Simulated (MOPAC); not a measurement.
MOPAC input (PM3):

```
PM3 FORCE THERMO(298,298) PRECISE LET GEO-OK AUX(PRECISION=9) THREADS=1
C3H4O

C    -0.38986620 1    1.06793203 1    0.16140236 1
C    -1.11545917 1   -0.26909168 1    0.04309097 1
C     0.35099251 1   -0.18626057 1   -0.04768954 1
O     1.39825310 1   -0.74202670 1   -0.18994211 1
H    -0.35941595 1    1.58420284 1    1.12758386 1
H    -0.48159463 1    1.80713112 1   -0.64242632 1
H    -1.72247347 1   -0.47937662 1   -0.84476032 1
H    -1.60032419 1   -0.70229627 1    0.92524806 1
```

Output:

```
 *******************************************************************************
 **                                                                           **
 **                              MOPAC v23.2.5                                **
 **                                                                           **
 *******************************************************************************
 ** MOPAC's Digital Object Identifier: https://doi.org/10.5281/zenodo.6511958 **
 **                                                                           **
 ** Please cite the open-source release paper for use of this MOPAC version:  **
 ** J. E. Moussa and J. J. P. Stewart (2026)                                  **
 ** MOPAC: An open-source semiempirical molecular orbital program             **
 ** J. Open Source Softw., 11(119), 8025, https://doi.org/10.21105/joss.08025 **
 *******************************************************************************

                              PM3 CALCULATION RESULTS

 *******************************************************************************
 *  PM3        - The PM3 Hamiltonian to be used
 *  GEO-OK     - OVERRIDE INTERATOMIC DISTANCE AND OTHER SAFETY CHECKS
 *  LET        - OVERRIDE SOME SAFETY CHECKS
 *  PRECISE    - TIGHTER CRITERIA TO BE USED
 *  FORCE      - FORCE CALCULATION SPECIFIED
 *  AUX        - OUTPUT AUXILIARY INFORMATION
 *  THERMO     - THERMODYNAMIC QUANTITIES TO BE CALCULATED
 *******************************************************************************
PM3 FORCE THERMO(298,298) PRECISE LET GEO-OK AUX(PRECISION=9) THREADS=1
 C3H4O

   ATOM   CHEMICAL          X               Y               Z
  NUMBER   SYMBOL      (ANGSTROMS)     (ANGSTROMS)     (ANGSTROMS)

     1       C         -0.38986620  *   1.06793203  *   0.16140236  *
     2       C         -1.11545917  *  -0.26909168  *   0.04309097  *
     3       C          0.35099251  *  -0.18626057  *  -0.04768954  *
     4       O          1.39825310  *  -0.74202670  *  -0.18994211  *
     5       H         -0.35941595  *   1.58420284  *   1.12758386  *
     6       H         -0.48159463  *   1.80713112  *  -0.64242632  *
     7       H         -1.72247347  *  -0.47937662  *  -0.84476032  *
     8       H         -1.60032419  *  -0.70229627  *   0.92524806  *

          CARTESIAN COORDINATES

    NO.       ATOM           X           Y           Z

     1         C         -0.3899      1.0679      0.1614
     2         C         -1.1155     -0.2691      0.0431
     3         C          0.3510     -0.1863     -0.0477
     4         O          1.3983     -0.7420     -0.1899
     5         H         -0.3594      1.5842      1.1276
     6         H         -0.4816      1.8071     -0.6424
     7         H         -1.7225     -0.4794     -0.8448
     8         H         -1.6003     -0.7023      0.9252

  H: (PM3): J. J. P. STEWART, J. COMP. CHEM. 10, 209 (1989).
  C: (PM3): J. J. P. STEWART, J. COMP. CHEM. 10, 209 (1989).
  O: (PM3): J. J. P. STEWART, J. COMP. CHEM. 10, 209 (1989).

           Empirical Formula: C3 H4 O  =     8 atoms

      MOLECULAR POINT GROUP   :   C2v

[...]
 EFFECTIVE MASS      6.2705         C 1 -- H 5         +14.1% ( 50.3%)      6.9%
 FORCE CONSTANT      1.2961

 VIBRATION         14    5A1         ATOM PAIR     ENERGY CONTRIBUTION    RADIAL
 FREQUENCY          2195.54         C 3 -- O 4         +46.0% ( 96.1%)    100.0%
 TRANSITION DIPOLE   5.2076         C 1 -- C 3         +26.0% ( 72.2%)     80.9%
 TRAVEL (Ang.)       0.0671         C 2 -- C 3         +26.0% ( 72.2%)     80.9%
 REDUCED MASS        6.8277         C 1 -- C 2          +0.8% ( 12.4%)    100.0%
 EFFECTIVE MASS     13.0150
 FORCE CONSTANT     19.3912

 VIBRATION         15    3A2         ATOM PAIR     ENERGY CONTRIBUTION    RADIAL
 FREQUENCY          3082.47         C 2 -- H 8         +24.5% ( 51.2%)     97.1%
 TRANSITION DIPOLE   0.0000         C 1 -- H 5         +24.5% ( 51.2%)     97.1%
 TRAVEL (Ang.)       0.2908         C 2 -- H 7         +24.5% ( 51.2%)     97.1%
 REDUCED MASS        0.2587         C 1 -- H 6         +24.5% ( 51.2%)     97.1%
 EFFECTIVE MASS      1.5359
 FORCE CONSTANT      1.4483

 VIBRATION         16    4B1         ATOM PAIR     ENERGY CONTRIBUTION    RADIAL
 FREQUENCY          3095.58         C 1 -- H 5         +24.5% ( 51.0%)     97.2%
 TRANSITION DIPOLE   0.4176         C 2 -- H 7         +24.5% ( 51.0%)     97.2%
 TRAVEL (Ang.)       0.2894         C 1 -- H 6         +24.5% ( 51.0%)     97.2%
 REDUCED MASS        0.2600         C 2 -- H 8         +24.5% ( 51.0%)     97.2%
 EFFECTIVE MASS      1.5365
 FORCE CONSTANT      1.4680

 VIBRATION         17    6A1         ATOM PAIR     ENERGY CONTRIBUTION    RADIAL
 FREQUENCY          3137.77         C 1 -- H 5         +24.5% ( 49.2%)     96.5%
 TRANSITION DIPOLE   0.3024         C 1 -- H 6         +24.5% ( 49.2%)     96.5%
 TRAVEL (Ang.)       0.2978         C 2 -- H 8         +24.5% ( 49.2%)     96.5%
 REDUCED MASS        0.2424         C 2 -- H 7         +24.5% ( 49.2%)     96.5%
 EFFECTIVE MASS      1.3199
 FORCE CONSTANT      1.4060

 VIBRATION         18    5B2         ATOM PAIR     ENERGY CONTRIBUTION    RADIAL
 FREQUENCY          3138.24         C 2 -- H 7         +24.7% ( 49.2%)     96.6%
 TRANSITION DIPOLE   0.4058         C 2 -- H 8         +24.7% ( 49.2%)     96.6%
 TRAVEL (Ang.)       0.2979         C 1 -- H 5         +24.7% ( 49.2%)     96.6%
 REDUCED MASS        0.2422         C 1 -- H 6         +24.7% ( 49.2%)     96.6%
 EFFECTIVE MASS      1.2766
 FORCE CONSTANT      1.4051

      SYMMETRY NUMBER FOR POINT-GROUP C2v =  2

          SYSTEM IS A GROUND STATE

 C3H4O

          MOLECULE IS NOT LINEAR

          THERE ARE 18 GENUINE VIBRATIONS IN THIS SYSTEM
          THIS THERMODYNAMICS CALCULATION IS LIMITED TO
          MOLECULES WHICH HAVE NO INTERNAL ROTATIONS

                    CALCULATED THERMODYNAMIC PROPERTIES
                                          *
   TEMP. (K)   PARTITION FUNCTION   H.O.F.    ENTHALPY  HEAT CAPACITY ENTROPY
                                   KCAL/MOL   CAL/MOLE    CAL/K/MOL  CAL/K/MOL

 298.00  VIB.     0.1418D+01                   584.5082     6.4918     2.6558
         ROT.     0.1443D+05                   888.2803     2.9808    22.0123
         INT.     0.2046D+05                  1472.7885     9.4726    24.6681
         TRA.     0.4058D+27                  1480.4672     4.9680    37.9908
         TOT.                       -3.576    2953.2556    14.4406    62.6589

   *: NOTE: HEATS OF FORMATION ARE RELATIVE TO THE
            ELEMENTS IN THEIR STANDARD STATE AT 298K
              (=  Standard Enthalpy of Formation).

            Hvib:  Zero-point energy is not included.
                   frequencies of less than zero cm-1 are not included.
            Hrot = (3/2)RT
            Htra = (3/2)RT + pV = (5/2)RT

            Heat capacity is Cp, not Cv

          For more information, see: HTTP://OpenMOPAC.net/Manual/thermochemistry.html

           FORCE CONSTANT IN CARTESIAN COORDINATES (Millidynes/A)

    ATOM   CHEMICAL       X               Y               Z
   NUMBER   SYMBOL  FORCE CONSTANT  FORCE CONSTANT  FORCE CONSTANT

      1       C        9.375976        6.809596        8.099772
      2       C        9.375879        6.809692        8.099772
      3       C        4.377131       23.969665        2.565979
      4       O        0.611509       16.939844        0.358249
      5       H        1.813120        0.955314        3.817788
      6       H        1.813130        0.955271        3.817822
      7       H        1.813098        0.955294        3.817831
      8       H        1.813107        0.955337        3.817779

 **********************
 *                    *
 * JOB ENDED NORMALLY *
 *                    *
 **********************

 == MOPAC DONE ==
```
